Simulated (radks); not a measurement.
Coulomb parameter of the 4d shell of the niobium ion Nb2+ in the model configuration [Kr] 4d1.5 5s1.5, as a second difference U = [E(n + 0.25) + E(n - 0.25) - 2 E(n)] / (0.25)^2 with all orbitals relaxed. "Bare": the charge of the atom changes with n. "Screened": the 5s shell takes up the change at fixed total charge, which measures U(4d,4d) + U(5s,5s) - 2 U(4d,5s). Calculated with a radial shooting solver on a logarithmic mesh with Libxc functionals: scalar-relativistic Kohn-Sham, r2SCAN, spin-unpolarised, spherical densities, finite nucleus; meta-GGA in the generalised Kohn-Sham scheme; Fermi nuclear charge, rms radius 4.324 fm.

| case | configuration | E - E(n) (eV) |
|---|---|---|
| start | [Kr] 4d1.5 5s1.5 | 0.000 |
| bare +0.25 | [Kr] 4d1.75 5s1.5 | -5.417 |
| bare -0.25 | [Kr] 4d1.25 5s1.5 | 6.127 |
| screened +0.25 | [Kr] 4d1.75 5s1.25 | -0.965 |
| screened -0.25 | [Kr] 4d1.25 5s1.75 | 1.035 |

U(bare) = 11.353 eV, U(screened by 5s) = 1.134 eV, against the Slater integral F0(4d,4d) = 14.159 eV with frozen orbitals.
